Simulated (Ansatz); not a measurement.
Problem. Name a neutral molecule of F, Ga, O and H with HOMO–LUMO gap (B3LYP/def2-TZVPP) between 7.35 and 7.65 eV and LUMO energy (B3LYP/def2-TZVPP) between -2.45 and -2.15 eV (Ansatz, PBE0-D4/def2-TZVP geometry).

Solution. `[OH][Ga]([F])[F]` (7.53 eV, -2.20 eV). Other molecules can fit too; these were computed, each in one conformer that needn't be the lowest.

B3LYP here is the variant with VWN-RPA as its local correlation; programs differ in this.
